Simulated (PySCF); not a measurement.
Si3H6SClOF

Si3H6SClOF is a molecule drawn to mimic a surface site (built as: Si site whose three back bonds go to OSiH3, Cl, SSiH3; end group F), neutral, singlet. The structure, one conformer, was relaxed in the gas phase by PBE0-D3(BJ)/def2-SVP. No frequency run checks that it is a minimum.

SMILES: F[Si](Cl)(O[SiH3])S[SiH3]

```
atom   x (Å)   y (Å)   z (Å)
 Si1  -1.323  -0.017  -1.578
  O2  -1.150   0.663  -0.108
 Si3  -0.747   2.085   0.681
 Cl4  -1.556   1.421  -3.010
  S5   0.332  -1.242  -2.030
 Si6   1.030  -1.526   0.002
  F7  -2.680  -0.879  -1.557
  H8   0.482   2.663   0.066
  H9  -1.875   3.051   0.572
 H10  -0.497   1.734   2.105
 H11  -0.063  -2.012   0.888
 H12   1.613  -0.268   0.550
 H13   2.095  -2.559  -0.126
```

Shieldings: GIAO PBE0/pcSseg-1. Shifts are against computed references at the same level: H TMS (σ 31.27 ppm), Si TMS (σ 352.0 ppm). Core levels by delta-SCF with SCAN, pcX-2 on the ionised atom and pcseg-1 elsewhere, spin-free X2C (2p3/2 is the spin-free 2p value less a third of a first-order spin-orbit splitting); from the vacuum level, for chosen atoms.

**Question.** Give the NMR and core-level values of the distinct atoms.

**Answer.** 
| atoms | bonded to | σ (ppm) | δ (ppm) | core level (eV) |
| --- | --- | --- | --- | --- |
| Si1 | 1 Cl + 1 F + 1 O + 1 S | 376.8 | -24.8 | 2p3/2 109.44 |
| O2 | 2 Si | 260.9 | - | 1s 538.70 |
| Si3 | 1 O + 3 H | 384.8 | -32.8 | - |
| Cl4 | 1 Si | 841.3 | - | 2p3/2 206.39 |
| S5 | 2 Si | 745.9 | - | 2p3/2 169.32 |
| Si6 | 1 S + 3 H | 402.0 | -50.0 | - |
| F7 | 1 Si | 271.9 | - | 1s 692.71 |
| H8 H9 H10 | 1 Si | 26.28 | 4.98 | - |
| H11 H12 H13 | 1 Si | 26.69 | 4.58 | - |

Values are those of this one static structure, with the three H of a rotating XH3 group averaged; atoms that internal rotation interchanges would show their mean in an NMR spectrum.

**Question.** By CAM-B3LYP/def2-SVPD (TDDFT singlets, Tamm-Dancoff triplets, ionisation by delta-SCF), where does absorption start, and what does vertical ionisation take?

**Answer.** The lowest singlet lies at 6.33 eV (f 0.011), the strongest of the first 6 at 7.50 eV (f 0.025), the lowest triplet at 5.93 eV; vertical ionisation takes 10.06 eV.

The 3 runs behind this took 2.9 min in all, one thread each of Arm Neoverse V1 on a shared host, launched as `OMP_NUM_THREADS=1 python cluster_run.py task.json out`.
